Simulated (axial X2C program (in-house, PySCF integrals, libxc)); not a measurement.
## Ω levels of FCuF from open-shell CI on d9 s0 p(π)0

Calculated with an in-house all-electron X2C program for linear molecules (integrals from PySCF): two-component X2C with atomic mean-field Coulomb and Gaunt terms, basis F dyall-av3z, Cu dyall-v3z (cores contracted in-house). Orbitals come from Hartree–Fock averaged over the configuration Cu d9 s0 p(π)0; CI then distributes these electrons over the d, s, p(π) shells of Cu.

F–Cu–F held linear, both bonds 1.747 Å (near the minimum of the configuration average).

Active spinors (ω > 0):

```csv
shell,ω,ε (eV),character
d,3/2,-19.20,100% Cu d
d,5/2,-18.93,100% Cu d
d,1/2,-18.39,96% Cu d
d,3/2,-18.23,96% Cu d
d,1/2,-17.11,"90% Cu d, 5% Cu s"
s,1/2,0.61,"79% Cu s, 8% F s, 8% Cu d"
p(π),1/2,1.16,"86% Cu p, 12% F p"
p(π),3/2,1.17,"86% Cu p, 12% F p"
```

Lowest levels of this model:

```
  Ω  energy (cm⁻¹)    g∥  configuration
1/2              0  1.90        100% d9
3/2           3220  3.97        100% d9
1/2           4361  0.10        100% d9
5/2           8302  6.00        100% d9
3/2           9998  2.03        100% d9
```

g∥ is the magnitude of 2⟨Lz + ge Sz⟩ for the +Ω component.

Q: From Ω and g∥ of the lowest level, whose 2⟨Lz + ge Sz⟩ is positive, find ⟨Sz⟩ and ⟨Lz⟩ (ge = 2.0023).

A: Ω = ⟨Lz⟩ + ⟨Sz⟩ = 1/2 and ⟨Lz⟩ + ge⟨Sz⟩ = 0.950, so ⟨Sz⟩ = 0.45 and ⟨Lz⟩ = 0.05.

Occupations of the active spinors in the lowest level by ω, shell by shell in order of energy: -5/2: 1.00; -3/2: 1.00 1.00 0.00; -1/2: 0.99 0.01 0.00 0.00; 1/2: 1.00 1.00 0.00 0.00; 3/2: 1.00 1.00 0.00; 5/2: 1.00. The leading determinant has weight 0.99 among 1593.

This point took 2.8 s on 1 thread of Arm Neoverse V1, with other jobs on the host.

Dynamic correlation is missing, so gaps between terms are too wide and other configurations may lie lower; the lowest level listed is that of this model, not necessarily the ground state. For d shells the ligand-field splittings (σ, π, δ) and their order can be off by a thousand cm⁻¹ or more. At most 4 roots were kept for each Ω > 0 (twice that for Ω = 0) within 3.2 eV of the lowest, so higher up levels can be missing between those listed; levels with Ω > 0 are doubly degenerate and listed once, Ω = 0 levels singly. States that fill the shells left empty in the average are placed too high. The molecule was held linear; bending was not examined.
